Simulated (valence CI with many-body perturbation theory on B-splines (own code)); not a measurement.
## E1 transitions of Pd38+

Calculated by relativistic CI+MBPT: six valence electrons over a frozen Dirac-Fock core [He], a basis of 9 s, 9 p, 8 d, 6 f, 3 g, 1 h functions for each j, with the one-electron correlation potential Σ1 (screened to all orders), the two-electron term Σ2, the three-electron term Σ3, Breit, model QED; selected single and double excitations, second order for the rest, scaled by the run's own slope (own B-spline code, finite nucleus).

The last digits are not significant, and no measured levels were compared; by estimate large intervals hold to a few tenths of a per cent, small ones and those within an open d or f shell to about a per cent. Among the levels kept, up to 2200 cm⁻¹ of a level comes from second order outside the variational space, and about a tenth of that is noise between levels of different J, which matters for small intervals.

Lines 51 to 100 of 225 in falling wavelength, among levels below 28404 × 10³ cm⁻¹, chosen from the strongest by gf and those to the six lowest levels. Wavelengths and rates use the calculated energies. Electric multipoles are in the length gauge, E1 and E2 with the static RPA response of the core. Weak lines are less certain than strong ones. Lines between different terms over intervals too small for the method are left out, as are lines whose strength nearly cancels. The highest levels of a list are the least certain.

Levels are named by their leading jj configuration (3d3/2^4 stands for four electrons in 3d with j = 3/2), which in mixed levels can hold well under half, so a name can repeat and another be missing. Letters in brackets count levels of one name in rising energy.

| λ vac (Å) | Upper | Lower | A (s⁻¹) | log gf | Branch % |
| --- | --- | --- | --- | --- | --- |
| 114.7 | (2s^2 2p1/2 2p3/2^2 3p3/2) J=2 [a] | (2s^2 2p1/2 2p3/2^2 3s) J=2 [a] | 1.55e+10 | -0.82 | 8.6 |
| 114.5 | (2s^2 2p1/2^2 2p3/2 3p3/2) J=1 | (2s^2 2p1/2^2 2p3/2 3s) J=2 | 7.97e+09 | -1.33 | 4.7 |
| 114.3 | (2s^2 2p1/2 2p3/2^2 3p3/2) J=4 | (2s^2 2p1/2 2p3/2^2 3s) J=3 | 3.91e+10 | -0.16 | 33.3 |
| 112.4 | (2s^2 2p1/2 2p3/2^2 3p3/2) J=1 [c] | (2s^2 2p1/2 2p3/2^2 3s) J=1 [b] | 1.08e+10 | -1.21 | 1.5 |
| 111.8 | (2s^2 2p1/2 2p3/2^2 3d5/2) J=2 [b] | (2s^2 2p1/2 2p3/2^2 3p3/2) J=1 [a] | 9.48e+09 | -1.05 | 0.0 |
| 111.0 | (2s^2 2p1/2 2p3/2^2 3p3/2) J=1 [c] | (2s^2 2p1/2 2p3/2^2 3s) J=0 | 2.51e+10 | -0.86 | 3.5 |
| 108.8 | (2s^2 2p1/2 2p3/2^2 3p3/2) J=2 [c] | (2s^2 2p1/2 2p3/2^2 3s) J=1 [b] | 3.37e+10 | -0.52 | 5.2 |
| 108.6 | (2s^2 2p1/2^2 2p3/2 3d3/2) J=2 | (2s^2 2p1/2^2 2p3/2 3p1/2) J=2 | 1.44e+10 | -0.90 | 0.1 |
| 108.6 | (2s^2 2p1/2 2p3/2^2 3d3/2) J=2 [a] | (2s^2 2p1/2 2p3/2^2 3p1/2) J=2 [a] | 1.57e+10 | -0.86 | 0.1 |
| 108.4 | (2s^2 2p1/2 2p3/2^2 3d3/2) J=1 [b] | (2s^2 2p1/2 2p3/2^2 3p1/2) J=2 [b] | 1.77e+10 | -1.03 | 0.0 |
| 107.7 | (2s^2 2p1/2 2p3/2^2 3p3/2) J=1 [a] | (2s^2 2p1/2 2p3/2^2 3s) J=1 [a] | 1.88e+10 | -1.01 | 11.2 |
| 107.0 | (2s^2 2p1/2^2 2p3/2 3d3/2) J=2 | (2s^2 2p1/2^2 2p3/2 3p1/2) J=1 | 1.61e+10 | -0.86 | 0.1 |
| 106.8 | (2s^2 2p1/2 2p3/2^2 3d5/2) J=2 [a] | (2s^2 2p1/2 2p3/2^2 3p1/2) J=2 [b] | 7.30e+09 | -1.21 | 0.0 |
| 106.6 | (2s^2 2p1/2 2p3/2^2 3p3/2) J=1 [b] | (2s^2 2p1/2 2p3/2^2 3s) J=2 [b] | 1.84e+10 | -1.03 | 2.1 |
| 106.0 | (2s^2 2p1/2^2 2p3/2 3p3/2) J=2 | (2s^2 2p1/2^2 2p3/2 3s) J=1 | 2.99e+10 | -0.60 | 22.3 |
| 105.2 | (2s^2 2p1/2^2 2p3/2 3d3/2) J=3 | (2s^2 2p1/2^2 2p3/2 3p1/2) J=2 | 3.18e+10 | -0.43 | 9.3 |
| 104.8 | (2s^2 2p1/2 2p3/2^2 3d3/2) J=4 | (2s^2 2p1/2 2p3/2^2 3p1/2) J=3 | 3.39e+10 | -0.30 | 93.6 |
| 104.4 | (2s^2 2p1/2 2p3/2^2 3d3/2) J=3 [a] | (2s^2 2p1/2 2p3/2^2 3p1/2) J=2 [a] | 2.65e+10 | -0.52 | 0.1 |
| 103.9 | (2s^2 2p1/2 2p3/2^2 3d3/2) J=1 [a] | (2s^2 2p1/2 2p3/2^2 3p1/2) J=1 [a] | 2.85e+10 | -0.86 | 0.1 |
| 103.8 | (2s^2 2p1/2 2p3/2^2 3d3/2) J=2 [c] | (2s^2 2p1/2 2p3/2^2 3p1/2) J=1 [b] | 1.89e+10 | -0.82 | 0.0 |
| 102.8 | (2s^2 2p1/2 2p3/2^2 3d3/2) J=2 [a] | (2s^2 2p1/2 2p3/2^2 3p1/2) J=1 [a] | 1.62e+10 | -0.89 | 0.1 |
| 102.4 | (2s^2 2p1/2 2p3/2^2 3d3/2) J=0 | (2s^2 2p1/2 2p3/2^2 3p1/2) J=1 [a] | 3.60e+10 | -1.25 | 0.1 |
| 101.9 | (2s^2 2p1/2^2 2p3/2 3d3/2) J=1 | (2s^2 2p1/2^2 2p3/2 3p1/2) J=1 | 2.98e+10 | -0.86 | 0.1 |
| 101.6 | (2s^2 2p1/2^2 2p3/2 3d3/2) J=0 | (2s^2 2p1/2^2 2p3/2 3p1/2) J=1 | 3.69e+10 | -1.24 | 64.1 |
| 100.9 | (2s^2 2p1/2^2 2p3/2 3p3/2) J=2 | (2s^2 2p1/2^2 2p3/2 3s) J=2 | 2.43e+10 | -0.73 | 18.1 |
| 98.73 | (2s^2 2p1/2 2p3/2^2 3d3/2) J=3 [b] | (2s^2 2p1/2 2p3/2^2 3p1/2) J=3 | 1.58e+10 | -0.79 | 0.0 |
| 98.54 | (2s^2 2p1/2 2p3/2^2 3p3/2) J=2 [b] | (2s^2 2p1/2 2p3/2^2 3s) J=2 [b] | 3.29e+10 | -0.62 | 3.8 |
| 94.91 | (2s^2 2p1/2 2p3/2^2 3p3/2) J=2 [b] | (2s^2 2p1/2 2p3/2^2 3s) J=3 | 1.07e+10 | -1.14 | 1.2 |
| 94.82 | (2s^2 2p1/2^2 2p3/2 3p3/2) J=0 | (2s^2 2p1/2^2 2p3/2 3s) J=1 | 7.57e+10 | -0.99 | 14.2 |
| 94.50 | (2s^2 2p1/2 2p3/2^2 3d5/2) J=2 [b] | (2s^2 2p1/2 2p3/2^2 3p1/2) J=1 [b] | 6.38e+09 | -1.37 | 0.0 |
| 93.67 | (2s^2 2p1/2 2p3/2^2 3p3/2) J=1 [b] | (2s^2 2p1/2 2p3/2^2 3s) J=1 [a] | 2.83e+10 | -0.95 | 3.2 |
| 91.41 | (2s^2 2p1/2 2p3/2^2 3p3/2) J=2 [c] | (2s^2 2p1/2 2p3/2^2 3s) J=2 [b] | 1.50e+10 | -1.03 | 2.3 |
| 89.27 | (2s^2 2p1/2 2p3/2^2 3p3/2) J=1 [b] | (2s^2 2p1/2 2p3/2^2 3s) J=2 [a] | 1.12e+10 | -1.40 | 1.3 |
| 76.74 | (2s 2p1/2^2 2p3/2^2 3s) J=3 | (2s^2 2p1/2 2p3/2^2 3s) J=3 | 9.18e+09 | -1.25 | 0.3 |
| 71.91 | (2s 2p1/2^2 2p3/2^2 3s) J=2 | (2s^2 2p1/2 2p3/2^2 3s) J=2 [b] | 1.29e+10 | -1.30 | 0.1 |
| 69.14 | (2s 2p1/2^2 2p3/2^2 3s) J=3 | (2s^2 2p1/2 2p3/2^2 3s) J=2 [a] | 2.43e+10 | -0.91 | 0.8 |
| 65.79 | (2s 2p1/2^2 2p3/2^2 3s) J=2 | (2s^2 2p1/2 2p3/2^2 3s) J=1 [a] | 1.29e+10 | -1.38 | 0.1 |
| 63.21 | (2s 2p1/2^2 2p3/2^3) J=2 | (2s^2 2p1/2 2p3/2^3) J=2 | 1.40e+10 | -1.38 | 4.6 |
| 58.72 | (2s 2p1/2^2 2p3/2^3) J=2 | (2s^2 2p1/2 2p3/2^3) J=1 | 2.14e+10 | -1.26 | 7.0 |
| 55.94 | (2s 2p1/2 2p3/2^4) J=1 | (2s^2 2p3/2^4) J=0 | 2.56e+10 | -1.44 | 3.3 |
| 52.36 | (2s 2p1/2^2 2p3/2^3) J=1 | (2s^2 2p1/2 2p3/2^3) J=2 | 2.90e+10 | -1.45 | 4.1 |
| 50.60 | (2p1/2^2 2p3/2^4) J=0 | (2s 2p1/2 2p3/2^4) J=1 | 2.54e+11 | -1.01 | 21.6 |
| 49.24 | (2s 2p1/2^2 2p3/2^3) J=1 | (2s^2 2p1/2 2p3/2^3) J=1 | 2.02e+10 | -1.66 | 2.8 |
| 37.55 | (2s 2p1/2^2 2p3/2^2 3s) J=3 | (2s^2 2p1/2^2 2p3/2 3s) J=2 | 7.69e+10 | -0.94 | 2.5 |
| 35.85 | (2s 2p1/2^2 2p3/2^2 3s) J=2 | (2s^2 2p1/2^2 2p3/2 3s) J=2 | 4.36e+10 | -1.38 | 0.2 |
| 33.23 | (2s 2p1/2^2 2p3/2^3) J=2 | (2s^2 2p1/2^2 2p3/2^2) J=2 | 2.72e+11 | -0.65 | 88.5 |
| 32.67 | (2s 2p1/2 2p3/2^4) J=0 | (2s^2 2p1/2 2p3/2^3) J=1 | 5.25e+11 | -1.08 | 100.0 |
| 32.29 | (2s 2p1/2^2 2p3/2^3) J=1 | (2s^2 2p1/2^2 2p3/2^2) J=0 | 1.54e+11 | -1.14 | 21.6 |
| 31.41 | (2s 2p1/2 2p3/2^4) J=1 | (2s^2 2p1/2 2p3/2^3) J=2 | 6.44e+11 | -0.54 | 82.6 |
| 30.77 | (2p1/2^2 2p3/2^4) J=0 | (2s 2p1/2^2 2p3/2^3) J=1 | 9.20e+11 | -0.88 | 78.4 |

Task: How does gf follow from A for the line at 91.41 Å?

Result: gf = 1.4992 × (2J+1)_upper × A / σ², with σ = 1093951 cm⁻¹ and 2J+1 = 5: gf = 0.0938.
